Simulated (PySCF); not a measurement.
**ErF3(NH3) relaxed at several levels**

Computed with PySCF 2.14.0, def2-SVP on the ligands, density fitting, scalar-relativistic core potentials, no spin-orbit coupling, vacuum. Each row is relaxed at its own level from the same template. Distances are means of the shortest metal–ligand contacts, charges and spins Mulliken's; removal energies are rigid, with the ligand's formal charge and no counterpoise, so too large; for an anion taken off a cation in vacuum most of it is the attraction of opposite charges, and multiply charged cations can part far more cheaply with an electron moved from ligand to metal. lcecp potentials hold a fixed number of 4f electrons in the core, out of states, spins and gaps.

```csv
level,basis on the metal,point group,M–F (Å),M–NH3 (Å),charge on M (e),dipole (D),removal of one F (eV),"strongest infrared band, degenerate modes summed (cm⁻¹)",unstable modes (below −25 cm⁻¹)
PBE,lcecp-1-SVP with ECP57,C3v,2.018,2.480,0.91,6.37,11.44,555,0
```

Problem. What does the calculation give for PBE0, lcecp-1-SVP with ECP57?

Solution. point group: C3v, M–F (Å): 2.010, M–NH3 (Å): 2.466, charge on M (e): 1.14, dipole (D): 5.93, removal of one F (eV): 11.21, strongest infrared band, degenerate modes summed (cm⁻¹): 565, unstable modes (below −25 cm⁻¹): 0.
```xyz
8

Er    0.0950   -0.0950    0.0950
F     1.0612    1.3789    1.0612
F    -1.3789   -1.0612    1.0612
F     1.0612   -1.0612   -1.3789
N    -1.3287    1.3287   -1.3287
H    -1.9387    1.9387   -0.7805
H    -0.7805    1.9387   -1.9387
H    -1.9387    0.7805   -1.9387
```

One start shape was tried for each, so a minimum needn't be the lowest isomer.
